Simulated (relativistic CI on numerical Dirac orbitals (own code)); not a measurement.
**Spin-allowed bands of a d2 ion in an octahedral site, by hand**

Problem. Take Δ = 26700 cm⁻¹ and B = 390 cm⁻¹ for a d2 ion in an octahedral site. Calculate the three spin-allowed bands.

Working.
1. The terms of highest spin are 3F (energy 0) and 3P (15B = 5850 cm⁻¹). Here the F term splits into A2 at +1.2Δ = 32040, T2 at +0.2Δ = 5340 and T1 at −0.6Δ = -16020 cm⁻¹.
2. The two T1 states mix through the element 0.4Δ: H = [[-16020, 10680], [10680, 5850]], with roots ½(H₁₁ + H₂₂) ∓ ½√[(H₂₂ − H₁₁)² + 4H₁₂²] = ½(-10170) ∓ ½(30570) = -20370 and 10200 cm⁻¹.
3. The ground term is 3T1 at -20370 cm⁻¹.
4. Bands: 3T2 25710 cm⁻¹ (389 nm), 3T1(P) 30570 cm⁻¹ (327 nm), 3A2 52410 cm⁻¹ (191 nm).

Check. Exact diagonalisation of the whole d2 shell with these parameters gives 3T2 25710, 3T1 30570, 3A2 52410 cm⁻¹. The match is exact, since without spin-orbit coupling no other term has this spin. The ratio of the second band to the first, 1.189, depends on Δ/B = 68.5 alone, which is how a Tanabe-Sugano diagram is read.
